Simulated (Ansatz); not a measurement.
Consider the ligand exchange at the Si–C bond: `OC([SiH3])[TeH]` + `SS` → `[SiH3]SS` + `OC[TeH]`.

Isolated molecules relaxed with PBE0-D4/def2-TZVP in Ansatz; ΔE leaves out vibrations. CCSD(T)/CBS adds triple-zeta CCSD(T) − MP2 to the extrapolated MP2 energy (def2 sets, frozen cores). This one scheme is used for every species. DFT in def2-TZVPP. B3LYP here is the variant with VWN-RPA as its local correlation; programs differ in this. def2 core potentials past Kr. For Te outer-core shells are correlated without core-valence functions, which leaves a few kJ/mol of doubt a bond. Each species was taken in one conformer, which may not be the lowest.

| level | ΔE (kJ/mol) | difference from CCSD(T)/CBS |
| --- | --- | --- |
| r2SCAN-D4 | -70.4 | -4.4 |
| PBE0-D4 | -69.9 | -3.9 |
| B3LYP-D4 | -67.6 | -1.6 |
| ωB97X-V | -66.9 | -0.9 |
| B2PLYP | -69.4 | -3.4 |
| HF/def2-TZVPP | -74.7 | -8.7 |
| CCSD/def2-TZVPP | -65.8 | 0.2 |
| SCS-MP2/def2-QZVPP | -67.9 | -1.9 |
| HF/CBS(def2) | -74.2 | -8.2 |
| CCSD/CBS(def2) | -66.5 | -0.5 |
| CCSD(T)/CBS | -66.0 | 0 |

Largest T1 diagnostic among the species: 0.012.

In def2-TZVPP, CCSD(T) changes the Hartree–Fock value by +9.3 kJ/mol (the triples alone add +0.4 kJ/mol) and MP2 by +6.8 kJ/mol.
